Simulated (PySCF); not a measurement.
Working out the excitation energy of Be⁺

Be⁺ [He] 2s1 (2S) → Be⁺ [He] 2p1 (2P). Calculation: PySCF 2.14, in def2-TZVPPD (5s4p1d, 22 functions); no relativity, point nucleus. Frozen: nothing. Energies in hartree (1 hartree = 27.21139 eV):

| part | Be⁺ (lower) | Be⁺ (upper) |
| --- | --- | --- |
| UHF | -14.277050 | -14.129372 |
| CCSD correlation | -0.031410 | -0.031434 |
| (T) | -0.000009 | -0.000007 |

Q: What does Hartree-Fock give?

A: (-14.129372) − (-14.277050) = 0.147678 hartree = 4.019 eV.

Q: What do CCSD and CCSD(T) give?

A: The CCSD correlation energies differ by -0.000024 hartree = -0.001 eV and the triples by 0.000002 hartree = 0.000 eV, so CCSD gives 4.018 eV and CCSD(T) 4.018 eV.

Measured between the centres of the two terms (NIST): 3.959 eV, so CCSD(T) (valence and next inner shell) is off by 0.059 eV.

What remains against the reference includes basis incompleteness and higher excitations.
